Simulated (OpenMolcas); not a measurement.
Cu2+ with its 6 nearest fluoride ions at 2.031 Å, on the Li site of LiF (a = 4.028 Å, distance in the model lattice 2.014 Å). The rest of the host is ab initio model potentials to 7.6 Å and point charges beyond; the distance is set by hand and nothing relaxes, and no local charge compensation is placed. Ligand basis ANO-RCC-VDZP.

```
Program             : OpenMolcas
Method              : SS-CASPT2, IPEA 0.25 Eh, imaginary shift 0.1 Eh (closed shells correlated: 3s 3p and the ligand valence shells)
Basis               : ANO-RCC-VTZP [6s5p3d2f1g]
Scalar Hamiltonian  : DKH2, point nucleus
Active space        : 9 electrons in 5 orbitals (3d)
State averaging     : 2S+1 = 2 even, 5 roots
Spin-orbit coupling : RASSI with atomic mean-field integrals over the reference wave functions
```

What is the spin-free ground state (labels of O, the rotations of Oh)?

2E, 2-fold in its orbital part, 100 % from free-ion D terms; it has the highest spin that d9 allows.

Where is the first state of the same spin?

2T2 at 8800 cm-1 above the ground state.

What are the lowest two levels with spin-orbit coupling?

A 4-fold level Γ8, then a 2-fold level Γ7 8100 cm-1 above it. Their leading multiplicities are 2 (100 %) and 2 (100 %).

What is χT at 300 K, and how does it compare with the textbook value?

The lowest level has 2S+1 = 2, for which the spin-only value is χT = S(S+1) / 2 = 0.375 cm3 K/mol (g = 2). The computed 0.539 at 300 K differs by +0.164, through orbital momentum, spin-orbit coupling and any other state in reach.

Which ligand-field parameters describe the states?

The gap between the two states is 10Dq = 8797 cm-1. 

Over all roots computed the reference weight is 0.74; a low but even weight reflects the number of correlated electrons. An orbital doublet at a regular site is open to a Jahn-Teller distortion, which this geometry leaves out. A single d shell leaves out the double-shell effect, which counts most for late 3d ions, where the CASPT2 field can be off either way by tens of per cent. Ligand-to-metal charge-transfer states are missing. With one d shell and no ligand orbital active, 10Dq can be off by tens of per cent for divalent 3d ions, low with halides held by bare charges and at times high in hosts, and the orbital part of g and χT goes as 1/10Dq. Free-ion shares, where given, are those of the reference states; single-state CASPT2 does not remix them. No measured value stands beside these numbers; the geometry was set by hand and not optimised.
